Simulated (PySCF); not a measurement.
Job for PySCF: R-HF/3-21G on NH3 (SMILES N).

```python
from pyscf import gto, scf, dft, mp
from pyscf.data.elements import chemcore

mol = gto.M(
    atom='''
    N     0.12295515   -0.08712477   -0.16612172
    H     0.32890160    0.70779345   -0.76037602
    H     0.72356996   -0.84903293   -0.45978954
    H    -0.83349680   -0.36547020   -0.35436487
    ''',
    basis='3-21g',
    charge=0, spin=0, verbose=3, max_memory=1800)
mf = scf.RHF(mol)
mf.conv_tol = 1e-8
mf.max_cycle = 100
mf.kernel()
if not mf.converged:
    mf = mf.newton().run(mf.mo_coeff, mf.mo_occ)
```

Q: What total energy does the run end on?

A: -55.8709 hartree.
